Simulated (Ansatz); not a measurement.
## Abstraction of Cl: C2H5AlCl2 + SiH(CH3)Cl → C2H5AlCl + SiH(CH3)Cl2

Species: C2H5AlCl2 (ethylaluminum dichloride) `C[CH2][Al]([Cl])[Cl]`, singlet; SiH(CH3)Cl, doublet; C2H5AlCl `C[CH2][Al][Cl]`, doublet; SiH(CH3)Cl2 (methyldichlorosilane), singlet. A radical takes Cl: the energy is the difference in strength between the Al–Cl bond broken and the Si–Cl bond made.

Shapes, held fixed at every level: PBE0-D4/def2-TZVP. Flexible molecules stand in one conformer, not always the lowest. Programs: Ansatz 0.2.0. Electronic energies: no zero-point or thermal term.

```
                level                    kind  ΔE (kJ/mol)  less CCSD(T)/CBS estimate  CPU time (sum over the molecules)
       MP2/def2-TZVPP     perturbation theory        +21.8                       -2.1                                  –
        HF/def2-TZVPP            Hartree–Fock        +31.6                       +7.7                                  –
  B3LYP-D4/def2-TZVPP           global hybrid        +22.8                       -1.1                               56 s
r2SCAN0-D4/def2-TZVPP           global hybrid        +26.1                       +2.2                               64 s
   wB97M-V/def2-TZVPP  range-separated hybrid        +22.7                       -1.2                            2.1 min
   CCSD(T)/def2-TZVPP   coupled cluster or CI        +25.6                       +1.7                             10 min
 CCSD(T)/CBS estimate   coupled cluster or CI        +23.9                        0.0                             13 min
```

The highest level, CCSD(T)/CBS estimate, gives ΔE = +23.9 kJ/mol; the levels span +21.8 to +31.6. The column of differences is taken from that level and isn't an error. No measured value is set beside it here. Open shells run unrestricted. The CBS estimate extrapolates MP2 from def2-TZVPP and def2-QZVPP and adds CCSD(T) − MP2 in the triple-zeta set, cores frozen. Times are processor times on shared x86 and Arm servers, and rough.
